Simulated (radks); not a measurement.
The dysprosium ion Dy6+, configuration [Xe] 4f4 6s2 (not the ground configuration).

All-electron calculation, Dirac Kohn-Sham, PBE, spin-unpolarised, spherical densities, point nucleus; open shells fill j = l - 1/2 first. Program: a radial shooting solver on a logarithmic mesh with Libxc functionals.

Energy parts (hartree):
total: -12155.0848
kinetic: 13340.4893
electron-nucleus: -29688.4395
Hartree: 4451.5323
exchange-correlation: -258.6668

Orbitals (lengths in bohr, moments of r in powers of bohr; <r^-3> diverges for s and p1/2):
orbital  occ.  eigenvalue (hartree)  <r^-3>      <r>       <r^4>
1s1/2       2             -1974.766       -  0.02111   9.914e-07
2s1/2       2             -332.9553       -  0.08924   0.0001554
2p1/2       2             -316.8364       -  0.07440  0.00009571
2p3/2       4             -287.4478   11000  0.08146   0.0001281
3s1/2       2             -78.33675       -   0.2341    0.005958
3p1/2       2             -71.31931       -   0.2239    0.005385
3p3/2       4             -65.21949    2364   0.2372    0.006688
3d3/2       4             -53.16825   399.2   0.2098    0.004774
3d5/2       6             -51.83909   352.1   0.2139    0.005104
4s1/2       2             -19.51685       -   0.5230      0.1373
4p1/2       2             -16.72976       -   0.5314      0.1523
4p3/2       4             -15.30636   554.6   0.5596      0.1866
4d3/2       4             -10.69859   82.19   0.5817      0.2408
4d5/2       6             -10.43126   71.62   0.5910      0.2560
4f5/2       4              -4.83628   13.03   0.6519      0.5078
4f7/2       0              -4.78900   12.63   0.6569      0.5230
5s1/2       2              -5.48573       -    1.145       3.009
5p1/2       2              -4.56869       -    1.224       4.019
5p3/2       4              -4.28190   112.1    1.284       4.854
6s1/2       2              -2.23592       -    2.306       47.08

The highest occupied level is 6s1/2 at -60.843 eV. The configuration is held as typed, so some empty levels lie below it. The density falls to 0.001 e/bohr^3 at r = 3.67 bohr. Summed over all electrons, <r^2> = 35.25 bohr^2, which gives a Langevin (diamagnetic) susceptibility term of -27.9 x 10^-6 cm^3/mol.
